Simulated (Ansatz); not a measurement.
Geometry optimisation, RKS B3LYP/def2-SVP in Ansatz.

input.yaml

```yaml
crystal:
  periodic: [false, false, false]
  atoms:
    - { symbol: C, position_ang: [-0.3468, 1.3354, -0.6146] }
    - { symbol: B, position_ang: [-0.5321, -0.1835, -0.3762] }
    - { symbol: Ge, position_ang: [0.7328, -1.1123, 0.8469] }
    - { symbol: I, position_ang: [-2.0425, -1.3271, -1.3706] }
    - { symbol: H, position_ang: [0.6032, 1.5935, -1.0792] }
    - { symbol: H, position_ang: [-0.5046, 1.9357, 0.3355] }
    - { symbol: H, position_ang: [-1.158, 1.7216, -1.3241] }
    - { symbol: H, position_ang: [1.73169, -0.1491, 1.46874] }
    - { symbol: H, position_ang: [1.51646, -2.27718, 0.06848] }
    - { symbol: H, position_ang: [-0.04806, -1.80027, 2.02264] }
basis:
  gaussian: { orbitals: def2-SVP }
hamiltonian:
  xc: b3lyp
relax:
  f_tol: 0.015
  max_steps: 40
```

Run as:

```bash
$ ansatz run input.yaml --threads 2 --pin off --max-ram 3072MiB --backend cpu --events-out ev --progress --plain --runs-dir out
```

Question: Where does it end, and by what steps?

Answer: It converged. After 6 steps the energy has fallen by 0.238 eV; H8 moved furthest, 0.13 Å.

```json
{"step": "0", "energy less start (eV)": "0.0000", "largest force component (eV/Å)": "2.528", "accepted": "yes"}
{"step": "1", "energy less start (eV)": "-0.2093", "largest force component (eV/Å)": "0.408", "accepted": "yes"}
{"step": "2", "energy less start (eV)": "-0.2083", "largest force component (eV/Å)": "0.705", "accepted": "no"}
{"step": "3", "energy less start (eV)": "-0.2352", "largest force component (eV/Å)": "0.061", "accepted": "yes"}
{"step": "4", "energy less start (eV)": "-0.2376", "largest force component (eV/Å)": "0.024", "accepted": "yes"}
{"step": "5", "energy less start (eV)": "-0.2377", "largest force component (eV/Å)": "0.024", "accepted": "yes"}
{"step": "6", "energy less start (eV)": "-0.2378", "largest force component (eV/Å)": "0.005", "accepted": "yes"}
```

```xyz
10
Properties=species:S:1:pos:R:3
C -0.432 1.384 -0.678
B -0.527 -0.147 -0.397
Ge 0.764 -1.168 0.882
I -2.065 -1.326 -1.352
H 0.587 1.626 -1.035
H -0.527 1.928 0.282
H -1.166 1.790 -1.389
H 1.818 -0.228 1.517
H 1.520 -2.280 0.121
H -0.020 -1.843 2.028
```

Whether the end is a true minimum wasn't checked by a vibrational analysis.

The run took 28 s on 2 threads of Arm Neoverse V2, with other jobs on the host, peak memory 0.32 GiB.
